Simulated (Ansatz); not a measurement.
Isolated molecules relaxed with PBE0-D4/def2-TZVP in Ansatz; ΔE leaves out vibrations. CCSD(T)/CBS adds triple-zeta CCSD(T) − MP2 to the extrapolated MP2 energy (def2 sets, frozen cores). This one scheme is used for every species, atoms too. For atomizations the MP2-based limit and the directly extrapolated one differ by several kJ/mol either way, and by 10 to 25 for some Ge, Se and Sn compounds, so smaller differences from it don't rank the levels. No spin–orbit coupling; open shells (•) take unrestricted orbitals. Spin–orbit coupling would lower the free atoms: a little for B, O, S, Si. One conformer a species, not always the lowest.

Consider the atomization: `OB(O)S[SiH3]` → B• + 5 H• + 2 O• + S• + Si•.

```
       species  CCSD(T)/def2-SVP energy (Eh)
`OB(O)S[SiH3]`                    -864.34235
            B•                     -24.55830
            H•                      -0.49928
            O•                     -74.83747
            S•                    -397.46790
           Si•                    -288.81556
```

Problem. Work out ΔE.

Solution. ΔE = 5 × (-0.49928) + 2 × (-74.83747) + (-24.55830) + (-397.46790) + (-288.81556) − (-864.34235) = 1.32925 Eh = +3489.9 kJ/mol. CCSD(T)/CBS gives +3730.1 kJ/mol.

Largest T1 diagnostic among the species: 0.014.

From PBE to PBE0 (25 % exact exchange), in def2-TZVPP and without D4, ΔE moves by −67.2 kJ/mol: exact exchange takes away binding that semilocal exchange gives to molecules. At CCSD(T), def2-SVP lies −240.1 kJ/mol from the extrapolated value and def2-TZVPP −107.1 kJ/mol: correlation converges slowly with the basis, and small sets miss more of it in the bonded molecule than in its fragments. In def2-TZVPP, CCSD(T) changes the Hartree–Fock value by +907.2 kJ/mol (the triples alone add +58.9 kJ/mol) and MP2 by +993.0 kJ/mol; breaking electron pairs costs correlation energy, which Hartree–Fock lacks.
